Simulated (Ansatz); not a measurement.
```yaml
crystal:
  periodic: [false, false, false]
  atoms:
    - {symbol: Li, position_ang: [-0.334449, -1.891085, -0.006340]}
    - {symbol: Li, position_ang: [1.612580, -0.159725, -1.039330]}
    - {symbol: Li, position_ang: [2.534440, -2.128883, 1.204655]}
    - {symbol: Li, position_ang: [-0.545995, 2.694773, -0.935391]}
    - {symbol: Li, position_ang: [0.309117, 0.453476, 1.369114]}
    - {symbol: Li, position_ang: [-2.808457, 0.674659, 0.262978]}
    - {symbol: Si, position_ang: [-0.767227, 0.356775, -0.855687]}
basis:
  gaussian: {orbitals: "6-31G*"}
hamiltonian: {xc: {name: wB97X}}
scf: {omitted_lower_state_checks: [starts]}
output: {forces: true}
```

```sh
$ ansatz run in.yaml --threads 4 --pin off --events-out ev --progress --plain --max-ram 3916MiB
```

Output, abridged:

```
Functional definition: wB97X
917 factors; their error is unknown
475 factors; integrals over basis functions are off by at most 2.4e-5 eV
mean field evaluation 1: about -9098.1163 eV, gradient 3.2e1 eV
mean field evaluation 2: about -9095.4112 eV, gradient 3.8e1 eV
mean field evaluation 4: about -9103.7311 eV, gradient 1.2e0 eV
mean field evaluation 8: about -9103.7770 eV, gradient 1.1e-1 eV
mean field evaluation 16: about -9103.7307 eV, gradient 1.5e-3 eV
mean field -9103.73065560 eV, -334.5559308631 hartree, gradient 6.4e-5 eV, S^2 0.000000; 0 other end points of the search recorded, 0 dependent functions left out
reference -9103.73061874 eV, -334.5559295084 hartree; 16, 16 occupied and 93, 93 virtual orbitals, 917 factors
Total energy: -9103.73061874 eV, -334.5559295084 hartree
Atom 0 at    -0.334449    -1.891085    -0.006340 Å, force    -0.041973    -0.068400    -0.021355 eV/Å
Atom 1 at     1.612580    -0.159725    -1.039330 Å, force     0.041047     0.014687    -0.055885 eV/Å
Atom 2 at     2.534440    -2.128883     1.204655 Å, force     0.093698    -0.063063     0.074463 eV/Å
Atom 3 at    -0.545995     2.694773    -0.935391 Å, force     0.012902     0.049635    -0.038967 eV/Å
Atom 4 at     0.309117     0.453476     1.369114 Å, force     0.048348     0.009891     0.079155 eV/Å
Atom 5 at    -2.808457     0.674659     0.262978 Å, force    -0.066398    -0.017252    -0.000944 eV/Å
Atom 6 at    -0.767227     0.356775    -0.855687 Å, force    -0.087624     0.074502    -0.036468 eV/Å
Dipole moment:    -0.273975     0.632519     0.539415 e Å
Checks for a lower state left out: starts
```

Run time 4.2 s (4 threads of Arm Neoverse V2 on a shared host).

The 6-31G sets use Cartesian d functions. The restricted singlet is unstable towards broken spin symmetry in Hartree–Fock (as tested in another run); at RKS ωB97X/6-31G* this wasn't settled.
